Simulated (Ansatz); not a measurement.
Coupled-cluster diagnostics for Cr(NH)2(OH)2 (CrN₂O₂H₄), Ansatz.

Geometry of the singlet (B3LYP-D4/def2-SVP):

```xyz
9

Cr    0.072    0.041    0.085
N    -0.480    0.905   -1.141
N    -0.484   -1.455    0.001
O    -0.491    0.724    1.616
O     1.838    0.042   -0.024
H    -1.073    0.961   -1.973
H    -1.025   -2.156   -0.511
H    -0.579    1.689    1.569
H     2.224   -0.752    0.377
```

Correlated methods freeze 9 core orbitals; core or outer-core shells of Cr are correlated, in sets that lack core-valence functions. Another isomer (singlet) lies 1.18 eV lower at PBE0-D4/def2-TZVP; other spin states weren't run for this one.

**Question.** Estimate the CCSD(T) correlation energy, the shares of MP2 and (T), T1 and the reference's ⟨S²⟩ for: charge 0, singlet, own geometry in def2-SVP; and the rough time on 2 threads of Arm Neoverse V1 on a shared host.

**Answer.** 
| state | basis | correlation (eV) | MP2 share (%) | (T) share (%) | T1 | ⟨S²⟩ (pure) | wall time | remarks |
| --- | --- | --- | --- | --- | --- | --- | --- | --- |
| charge 0, singlet, own geometry | def2-SVP | -37.059 | 105.6 | 6.8 | 0.038 | 0.00 (0.00) | 36 s | flagged by the program, restricted SCF unstable |
Customary marks for T1 are 0.02 (closed shells), 0.045 (open shells) and about 0.05 (3d metals). T1 exceeds 0.02 in 1 of 1 rows and 0.045 in 0; the higher it lies, the less the single-reference result can be trusted.
